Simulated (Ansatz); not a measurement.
`N[Si]O` + HBr → `N[Si]Br` + H₂O at 700 K and 1 bar (ligand exchange at the Si–O bond).

Calculated with Ansatz (gas phase, PBE0-D4/def2-TZVP geometries, no zero-point term in ΔE). CBS: MP2 limit from def2 TZ/QZ plus the TZ coupled-cluster correction, frozen cores. This one scheme is used for every species. For Br outer-core shells are correlated without core-valence functions, which leaves a few kJ/mol of doubt a bond. Scalar relativity is left out up to krypton. Each species was taken in one conformer, which may not be the lowest.

```
  species  CCSD(T)/CBS energy (Eh)  H − E (kJ/mol)  S (J/(mol·K))
 `N[Si]O`               -420.80918           153.0          347.3
      HBr              -2573.91920            36.5          223.7
`N[Si]Br`              -2918.35423           115.9          356.2
      H₂O                -76.37941            80.5          218.4
```

H − E and S are ideal-gas, rigid-rotor, harmonic terms from PBE0-D4/def2-TZVP, for one conformer and one mirror image of each species. 1 Eh = 2625.50 kJ/mol, R = 8.31446 J/(mol·K).

Q: By hand: ΔE, ΔH, ΔS and ΔG.

A: ΔE = (-2918.35423) + (-76.37941) − (-420.80918) − (-2573.91920) = -0.00526 Eh = -13.8 kJ/mol. Δ(H − E) = 115.9 + 80.5 − 153.0 − 36.5 = 6.9, so ΔH = -6.9 kJ/mol. ΔS = 356.2 + 218.4 − 347.3 − 223.7 = 3.6 J/(mol·K). ΔG = -6.9 − 700 × (3.6)/1000 = -9.4 kJ/mol.

Q: By hand: the equilibrium constant, and the temperature at which ΔG would vanish if ΔH and ΔS stayed fixed.

A: log₁₀ K = −ΔG/(RT ln 10) = 0.7. ΔH and −TΔS have one sign here, so there is no such temperature. One of them is within its doubt of zero, so this could turn.

TΔS isn't small against ΔH here. A doubt of 5 kJ/mol in ΔE shifts log₁₀ K by 0.4 here. Other conformers and mirror images would add mixing entropy, several J/(mol·K) or more a flexible species. These are equilibria of isolated gas molecules and say nothing of rates. Largest T1 diagnostic: 0.014 (customary marks: 0.02 for closed shells, 0.045 for open ones).
